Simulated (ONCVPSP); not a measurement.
Pseudopotential generation for La: ONCV, BLYP, scalar-relativistic.

- Element: lanthanum (La)
- Generator: ONCVPSP 4.0.1
- Type: optimised norm-conserving Vanderbilt (ONCV)
- Functional: BLYP
- Relativity: scalar-relativistic
- Frozen core: [Kr]
- Valence charge: 21
- Reference configuration: 4d10 5s2 5p6 5d1 6s2
- Partial waves: 5s+6s: rc 2.05 bohr, ncon 4, nbas 8, qcut 4.4 1/bohr, 2 projectors; 5p: rc 1.90 bohr, ncon 4, nbas 7, qcut 4.8 1/bohr, 2 projectors, debl 0.4 Ha; 4d+5d: rc 1.15 bohr, ncon 4, nbas 8, qcut 15.8 1/bohr, 3 projectors, debl 3.2 Ha; f scattering state at 0.11 Ha: rc 1.70 bohr, ncon 4, nbas 8, qcut 6.8 1/bohr, 2 projectors, debl 2.2 Ha
- Local potential: polynomial inside 1.15 bohr (lpopt 5, dvloc0 6 Ha)
- Core correction: Teter function fitted to the true core (icmod 2), fcfact 0.45

In the p channel the program set the typed energies aside and used -0.814, 0.250 Ha. In the f channel the program set the typed energies aside and used -0.151, 2.049 Ha.

All-electron outer shells of the reference configuration (BLYP, scalar-relativistic, ld1.x):

```
shell  level (eV)  outermost node (bohr)  outermost maximum (bohr)
   4d     -103.54                   0.32                      0.68
   5s      -38.70                   0.77                      1.41
   5p      -22.14                   0.83                      1.58
   6s       -3.52                   1.86                      3.79
   5d       -2.90                   0.95                      2.24
```

**Question.** Estimate the cutoffs (Ha) at which the residual kinetic energy of the hardest occupied pseudo-wave falls to 1 and 0.1 mHa per electron.

**Answer.** 77 Ha and 90 Ha.

**Question.** What does a ghost test show?

**Answer.** Ghosts flagged at negative energy: s at -12.1 eV; GHOST(+) flagged for p at 131.1 eV. A true bound ghost makes a file unfit for plane-wave use.

**Question.** Which valence shell sets the plane-wave cutoff?

**Answer.** 4d: 77 Ha for 1 mHa per electron, against 63 Ha for 5d.

**Question.** Tests: 4d10 5s2 5p6 5d1 6s1; 4d10 5s2 5p6 5d1 6s0; 4d10 5s2 5p6 5d0 6s0; 4d10 5s2 5p6 5d2 6s1. Which has the largest error in its energy relative to the reference configuration, and how large is it?

**Answer.** 4d10 5s2 5p6 5d0 6s0, with -4.4 meV (all-electron minus pseudo) on +35.70 eV.
